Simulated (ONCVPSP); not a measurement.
**potassium (K): one change to an ONCV potential, before and after**

K (Z = 19), optimised norm-conserving Vanderbilt (ONCV), made with ONCVPSP 4.0.1 (PBEsol, scalar-relativistic). Core [Ne], reference 3s2 3p6 4s0.5 (charge +0.5). Waves: 3s+4s: rc 2.00 bohr, ncon 5, nbas 8, qcut 7.5 1/bohr, 2 projectors; 3p: rc 2.10 bohr, ncon 3, nbas 7, qcut 6 1/bohr, 2 projectors, debl 1.1 Ha; d scattering state at 0.03 Ha: rc 2.05 bohr, ncon 4, nbas 8, qcut 4.5 1/bohr, 2 projectors, debl 3.2 Ha. Local part: polynomial inside 1.70 bohr (lpopt 3, dvloc0 0 Ha). Core correction: Teter function, fcfact 2, rcfact 1.75.

In the d channel the program set the typed energies aside and used 0.050, 3.250 Ha.

All-electron outer shells of the reference configuration (PBEsol, scalar-relativistic, ld1.x):

```
shell  level (eV)  outermost node (bohr)  outermost maximum (bohr)
   3s      -38.08                   0.48                      1.07
   3p      -21.59                   0.45                      1.15
   4s       -4.20                   1.58                      3.88
```

Change: s: rc 2.7.

Cutoffs: the cutoffs (Ha) at which the residual kinetic energy of the hardest occupied pseudo-wave falls to 1 and 0.1 mHa per electron; they do not see the model core or the augmentation charge, which bear on the density cutoff. Errors are all-electron minus pseudo energies relative to the spin-unpolarised reference configuration.

Q: What does the change do?

A: The potential gets softer (17 Ha and 21 Ha → 12 Ha and 16 Ha); the errors of the 4 common tests hardly move; neither file shows a bound ghost. A larger radius leaves more room for a smooth pseudo-wave, so fewer plane waves are needed.

| quantity | base | changed |
| --- | --- | --- |
| cutoff, loose | 17 Ha | 12 Ha |
| cutoff, tight | 21 Ha | 16 Ha |
| loose cutoff by channel | s 17 Ha, p 11 Ha | s 12 Ha, p 11 Ha |
| bound ghosts | none | none |
| GHOST(+) flags under 300 eV | none | none |
| error for 3s2 3p6 4s1, meV [ΔE -1.62 eV] | 0.0 | 0.0 |
| error for 3s2 3p6 4s0, meV [ΔE 2.60 eV] | 0.0 | -0.1 |
| error for 3s2 3p6 4s0 4p1, meV [ΔE -0.10 eV] | +0.1 | 0.0 |
| error for 3s2 3p6 3d1 4s0, meV [ΔE 0.79 eV] | -0.4 | -0.5 |
| p: phases at 2.13 bohr within 0.05 rad from the reference energy up to (Ha; the scan ends near 5) | to the end of the scan | to the end of the scan |
| d: phases at 2.08 bohr within 0.05 rad from the reference energy up to (Ha; the scan ends near 5) | to the end of the scan | to the end of the scan |
| rms error of d²Exc/dni dnj with the model core, mHa | 1.26 | 1.48 |

Base: The cutoffs count occupied waves only; projector 2 of the d channel, the hardest unoccupied one, needs 70 Ha at the loose tolerance. Changed file: The cutoffs count occupied waves only; projector 2 of the d channel, the hardest unoccupied one, needs 70 Ha at the loose tolerance.
